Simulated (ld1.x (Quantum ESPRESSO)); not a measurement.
**carbon: excitation energies, all-electron against TM**

ld1.x (Quantum ESPRESSO) 7.5 input, shortened:

```
&input
   title='C', zed=6., rel=1, dft='PBE', iswitch=3,
   config='[He] 2s2 2p2 3d-2'
 /
 &inputp
   pseudotype=2, tm=.true., lloc=0,
   nlcc=.false.
 /
3
2P  2  1   2.00   0.00  1.75  1.75  0.0
3D  3  2  -2.00   0.45  1.55  1.55  0.0
2S  1  0   2.00   0.00  1.25  1.25  0.0
 &test
   configts(1)='2s2 2p2'
 /
```

Energies are relative to the spin-unpolarised reference configuration 2s2 2p2; without spin polarisation the order of configurations can differ from experiment.

```tsv
valence configuration	charge	ΔE all-electron (eV)	error AE − PS (meV)
2s2 2p0	+2	35.018	+222
2s1 2p0	+3	83.212	+468
2s1 2p2	+1	19.615	-14
2s2 2p1.5	+0.5	3.963	+2.5
2s2 2p2.3	-0.3	-1.158	+0.3
```

Q: What are ΔE and the potential's error for 2s0 2p4?

A: ΔE = 16.975 eV all-electron; the error (AE − PS) is +22 meV.

Q: What are ΔE and the potential's error for 2s2 2p1?

A: ΔE = 10.862 eV all-electron; the error (AE − PS) is +20 meV.

Levels in the configuration 2s0 2p4:

```tsv
level	all-electron (eV)	pseudo (eV)
2p	-6.092	-6.112
```
